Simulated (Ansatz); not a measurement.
**Ligand exchange: ZnH2 + C3H7N → ZnH(NH2) + C3H6**

Species: ZnH2 `[ZnH2]`, singlet; C3H7N (cyclopropylamine) `NC1CC1`, singlet; ZnH(NH2), singlet; C3H6 (cyclopropane) `C1CC1`, singlet. The partners trade H for NH2: Zn–H and C–NH2 bonds give way to Zn–NH2 and C–H.

Shapes, held fixed at every level: PBE0-D4/def2-TZVP. Flexible molecules stand in one conformer, not always the lowest. Programs: Ansatz 0.2.0. The zero-point and thermal change to 298 K, harmonic and unscaled (PBE0-D4/def2-TZVP), is +4.3 kJ/mol.

| level | kind | ΔH(298 K) (kJ/mol) |
| --- | --- | --- |
| HF/def2-SVP | Hartree–Fock | -55.2 |
| HF/def2-TZVPP | Hartree–Fock | -70.9 |
| PBE-D4/def2-TZVPP | GGA | -75.1 |
| B3LYP-D4/def2-TZVPP | global hybrid | -76.1 |
| BHLYP-D4/def2-TZVPP | global hybrid | -74.5 |
| r2SCAN0-D4/def2-TZVPP | global hybrid | -77.7 |
| wB97X-V/def2-TZVPP | range-separated hybrid | -74.9 |

wB97X-V/def2-TZVPP gives ΔH(298 K) = -74.9 kJ/mol; the levels span -77.7 to -55.2. The median of the levels is -74.9. No measured value is set beside it here. Relativity is left out for Zn.
